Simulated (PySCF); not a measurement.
Species: C₇H₉O (doublet state).
Z-matrix (Å and degrees, GFN2-xTB geometry), rows numbered from 1:
```
O 
C   1  1.2039
C   2  1.4708  1  125.63
C   3  1.3867  2  118.83  1    -0.40
C   4  1.4838  3  121.09  2  -179.15
C   5  1.5295  4  110.84  3    25.70
C   6  1.5296  5  110.59  4   -52.25
C   3  1.3857  2  119.45  1   178.88
H   2  1.1095  1  120.84  3  -179.83
H   4  1.0778  3  119.07  2     2.03
H   5  1.0927  4  110.34  3   148.36
H   5  1.0983  4  108.99  3   -94.70
H   6  1.0912  5  110.24  4  -174.32
H   6  1.0921  5  108.86  4    67.20
H   7  1.0929  6  110.32  5   175.28
H   7  1.0985  6  109.33  5   -67.57
H   8  1.0786  3  120.38  2    -1.81
```

The hyperfine couplings belong to this conformer and change with its torsions.

The species is `O=CC1=CCCC[CH]1` [radical].

Computed, not measured: UKS B3LYP, pcH-1 on C H O, non-relativistic, mean-field spin-orbit, GIAO (PySCF). Isolated species at its GFN2-xTB geometry (one conformer only). A GFN2-xTB geometry isn't a minimum of the functional, and hyperfine couplings can be far from their values at a DFT geometry.

Problem. Count the α and β electrons and give S(S+1).

Solution. Nα = 30, Nβ = 29 (59 in all), and S(S+1) = 0.75 for S = 1/2.

Mulliken spin populations, one withheld:

```csv
atom,bound to,population
O1,C2,-0.0446
C2,"O1, C3, H9",+0.0225
C3,"C2, C4, C8",?
C4,"C3, C5, H10",+0.6912
C5,"C4, C6, H11, H12",-0.0540
C6,"C5, C7, H13, H14",+0.0190
C7,"C6, C8, H15, H16",-0.0487
C8,"C7, C3, H17",+0.6354
H9,C2,-0.0008
H10,C4,-0.0303
H11,C5,+0.0100
H12,C5,+0.0350
H13,C6,-0.0014
H14,C6,-0.0015
H15,C7,+0.0081
H16,C7,+0.0302
H17,C8,-0.0284
```

Problem. What does C3 hold?

Solution. The populations add up to Nα − Nβ = 1, and the others sum to 1.2417, so C3 holds -0.242.

Problem. Sum the populations by element and by sign.

Solution. Carbon +1.02, hydrogen +0.02, oxygen -0.04. The positive populations sum to 1.45, the negative ones to -0.45.

Problem. With ⟨S²⟩ = 0.7813, find the sum of squared α–β overlaps and estimate the admixture of higher spin.

Solution. For a single determinant ⟨S²⟩ = S(S+1) + Nβ − Σ|⟨iα|jβ⟩|², so the squared overlaps of occupied orbitals sum to 29 − 0.0313 = 28.9687. If the quartet state (S + 1) were the only admixture, its weight would be 0.0313/(2S + 2) = 1.04 %.

Problem. What Fermi-contact NMR shifts do the couplings of C2, C3, C4/C8, C5/C7, C6, H9, H10/H17 imply at 350 K (Curie law, g = gₑ)?

Solution. δ = a_FC·h·gₑ μB S(S+1)/(3 g_N μN kT), with k/h = 20836.6 MHz/K:

```json
{"nuclei": "C2", "isotope": "13C", "a_FC (MHz)": "7.31", "g_N": "1.4048", "contact shift (ppm)": "+656"}
{"nuclei": "C3", "isotope": "13C", "a_FC (MHz)": "-45.89", "g_N": "1.4048", "contact shift (ppm)": "-4117"}
{"nuclei": "C4/C8", "isotope": "13C", "a_FC (MHz)": "55.60", "g_N": "1.4048", "contact shift (ppm)": "+4988"}
{"nuclei": "C5/C7", "isotope": "13C", "a_FC (MHz)": "-20.41", "g_N": "1.4048", "contact shift (ppm)": "-1831"}
{"nuclei": "C6", "isotope": "13C", "a_FC (MHz)": "6.13", "g_N": "1.4048", "contact shift (ppm)": "+550"}
{"nuclei": "H9", "isotope": "1H", "a_FC (MHz)": "-0.79", "g_N": "5.5857", "contact shift (ppm)": "-18"}
{"nuclei": "H10/H17", "isotope": "1H", "a_FC (MHz)": "-42.19", "g_N": "5.5857", "contact shift (ppm)": "-952"}
```

The shifts go as 1/T: at 400 K they are 0.875 times these. Entries for several nuclei are means.

Nuclei that the bonding pattern makes equivalent are averaged, as if the motion that swaps them (rotation, inversion, ring flip) were fast.

β density exceeds α density at some nuclei, such as C3 (-0.0408), C5/C7 (-0.0182) and H10/H17 (-0.0094), spin density in bohr⁻³. In a single determinant that takes different orbitals for the two spins, that is spin polarisation.
